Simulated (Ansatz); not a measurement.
`CC(O)(F)[SeH]`, charge 0, multiplicity 1.

(1) Give a relaxed structure at PBE0-D4/def2-TZVP (Ansatz 0.2.0). (An estimate is asked.)

Results:

(1) The calculation gave: 
```xyz
10

C    -0.258    0.163    1.145
C     0.028    0.197   -0.328
O    -0.955    0.897   -0.966
F     1.246    0.808   -0.534
Se    0.146   -1.620   -1.152
H    -1.208   -0.336    1.328
H     0.534   -0.372    1.667
H    -0.309    1.190    1.514
H    -0.770    0.894   -1.913
H     1.546   -1.823   -0.762
```
This is one stationary point; other conformers may exist.
